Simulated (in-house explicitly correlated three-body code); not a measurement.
Values are calculated unless marked as measured or tabulated.
Two electrons around a charge Z: highest levels of functionals against the exact one

The exact non-relativistic ground state comes from a variational code in 260 exponentially correlated functions, the Kohn-Sham parts from inverting its density (past Z = 6 the correlation energy is taken as exact minus Hartree-Fock, equal to within microhartrees), and self-consistent runs (Hartree-Fock is restricted) from a B-spline radial code. Z may be fractional; the second electron is bound down to Z = 0.911.

The exact Kohn-Sham level equals minus the binding energy. «Unbound» marks a run whose level isn't bound or that didn't converge.

```
   Z  exact (eV)  Hartree-Fock (eV)  SCAN (eV)  LDA VWN5 (eV)  r2SCAN0 (eV)  wB97X (eV)
 2.2      -32.63                -33     -23.43         -22.17        -25.95      -27.91
2.58           ?                  ?          ?              ?             ?           ?
3.04      -78.25             -78.59      -64.3         -61.93        -68.01      -69.14
3.64           ?                  ?          ?              ?             ?           ?
 4.4      -192.8             -193.1     -171.2         -166.9        -176.8      -176.6
 5.3      -296.3             -296.6     -269.6         -263.9        -276.5      -275.4
 6.2      -421.8             -422.1       -390           -383        -398.2      -396.2
 7.1      -569.4             -569.7     -532.5         -524.1          -542      -539.1
 8.2      -779.7             -779.9     -736.6         -726.5        -747.6      -743.7
 9.6       -1095              -1095      -1044          -1032         -1057       -1052
```

(1) What belongs in the row Z = 2.58?

(2) What belongs in the row Z = 3.64?

(3) Why do the levels of the functionals lie above the exact one?

Answers

(1) exact (eV): -50.89; Hartree-Fock (eV): -51.25; SCAN (eV): -39.54; LDA VWN5 (eV): -37.79; r2SCAN0 (eV): -42.6; wB97X (eV): -44.19.

(2) exact (eV): -122.6; Hartree-Fock (eV): -122.9; SCAN (eV): -105.2; LDA VWN5 (eV): -102; r2SCAN0 (eV): -109.8; wB97X (eV): -110.3.

(3) Semilocal exchange-correlation potentials fall off faster than the exact −1/r, since they don't cancel the electron's repulsion by itself; hybrids restore a share of the tail, and range-separated ones all of it at long range. Hartree-Fock has the tail but lacks relaxation and correlation.
